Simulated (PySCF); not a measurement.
# OI₂ at several levels of theory

All levels use the PBE0 minimum (singlet; O–I 2.023 Å (×2); I–O–I 118.0°), basis [O def2-SVP, I def2-SVP with ECP28], scalar-relativistic core potentials, density fitting, no spin–orbit coupling, PySCF. For vertical energies the ionised species is a doublet (spins chosen at PBE0 and kept) and the electron-attached one a doublet. Atomisation goes to high-spin ground-configuration atoms, without zero-point energy. Open shells are unrestricted, also as the reference of the correlated levels. A dash marks a value that was not computed or is not defined at that level.

Z-matrix (Å, degrees; charge 0 multiplicity 1):
```
O
I  1 2.0229
I  1 2.0229 2 117.97
```

```json
{"level": "PBE0", "atomisation (kJ/mol)": "?", "vertical IP (eV)": "?", "vertical EA (eV)": "?", "−ε(HOMO) (eV)": "?", "gap (eV)": "?", "dipole (D)": "?"}
{"level": "HF", "atomisation (kJ/mol)": "-48", "vertical IP (eV)": "8.93", "vertical EA (eV)": "1.23", "−ε(HOMO) (eV)": "10.11", "gap (eV)": "9.87", "dipole (D)": "1.99"}
{"level": "MP2", "atomisation (kJ/mol)": "–", "vertical IP (eV)": "10.10", "vertical EA (eV)": "1.12", "−ε(HOMO) (eV)": "–", "gap (eV)": "–", "dipole (D)": "–"}
{"level": "PBE", "atomisation (kJ/mol)": "?", "vertical IP (eV)": "?", "vertical EA (eV)": "?", "−ε(HOMO) (eV)": "?", "gap (eV)": "?", "dipole (D)": "?"}
{"level": "B3LYP", "atomisation (kJ/mol)": "343", "vertical IP (eV)": "9.11", "vertical EA (eV)": "1.78", "−ε(HOMO) (eV)": "6.82", "gap (eV)": "2.84", "dipole (D)": "1.55"}
{"level": "r2SCAN", "atomisation (kJ/mol)": "–", "vertical IP (eV)": "9.06", "vertical EA (eV)": "1.96", "−ε(HOMO) (eV)": "6.13", "gap (eV)": "1.41", "dipole (D)": "1.46"}
{"level": "TPSSh", "atomisation (kJ/mol)": "356", "vertical IP (eV)": "9.04", "vertical EA (eV)": "1.84", "−ε(HOMO) (eV)": "6.44", "gap (eV)": "2.12", "dipole (D)": "1.47"}
{"level": "LDA", "atomisation (kJ/mol)": "565", "vertical IP (eV)": "8.96", "vertical EA (eV)": "1.91", "−ε(HOMO) (eV)": "5.87", "gap (eV)": "0.93", "dipole (D)": "1.43"}
{"level": "M06", "atomisation (kJ/mol)": "–", "vertical IP (eV)": "9.05", "vertical EA (eV)": "1.60", "−ε(HOMO) (eV)": "7.03", "gap (eV)": "3.43", "dipole (D)": "1.71"}
```

(1) Fill in the row of PBE.

(2) Fill in the row of PBE0.

## Answers

(1) atomisation (kJ/mol) 427, vertical IP (eV) 8.77, vertical EA (eV) 1.74, −ε(HOMO) (eV) 5.73, gap (eV) 1.04, dipole (D) 1.40.

(2) atomisation (kJ/mol) 341, vertical IP (eV) 9.22, vertical EA (eV) 1.88, −ε(HOMO) (eV) 7.14, gap (eV) 3.29, dipole (D) 1.57.

Without diffuse functions attachment energies tend to come out too low.
